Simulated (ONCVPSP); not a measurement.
An all-electron radial function and its pseudo partner (erbium (Er))

Columns: radius, all-electron u(r) and pseudo u(r) of the 5d shell (level -2.09 eV) of erbium in the configuration [Kr] 4d10 4f11 5s2 5p6 5d1 6s2; PBE, scalar-relativistic, ONCV scheme, ONCVPSP 4.0.1.

```
r (bohr)  all-electron  pseudo
   0.143        0.1556  0.0016
   0.285       -0.0979  0.0121
   0.428       -0.2457  0.0387
   0.570       -0.1770  0.0846
   0.713       -0.0154  0.1498
   0.855        0.1536  0.2291
   0.998        0.2993  0.3164
   1.140        0.4115  0.4020
   1.283        0.4933  0.4793
   1.425        0.5483  0.5414
   1.568        0.5827  0.5859
   1.710        0.6010  0.6120
   1.853        0.6074  0.6221
   1.995        0.6052  0.6195
   2.138        0.5970  0.6081
   2.280        0.5846  0.5917
   2.423        0.5693  0.5729
   2.565        0.5524  0.5537
   2.708        0.5344  0.5346
   2.850        0.5159  0.5159
   2.992        0.4972  0.4972
   3.135        0.4783  0.4783
   3.278        0.4594  0.4594
   3.420        0.4408  0.4408
   3.563        0.4224  0.4224
   3.705        0.4043  0.4043
```

Question: How many radial nodes do the two functions have?

Answer: The all-electron 5d function has n − l − 1 = 2; the pseudo-wave has 0, since the states of the same l below it are removed with the core.

Question: At about which radius was the pseudo-wave matched?

Answer: 2.85 bohr, where the columns begin to agree (steps of 0.14 bohr).

Question: Where does each function peak?

Answer: Outermost all-electron maximum near 1.85 bohr, pseudo maximum near 1.85 bohr (to the table’s step).

Question: Is the pseudo-wave norm-conserving?

Answer: Yes: the ONCV scheme keeps the norm inside the radius equal to the all-electron one, which fixes the energy derivative of the logarithmic derivative at the level.
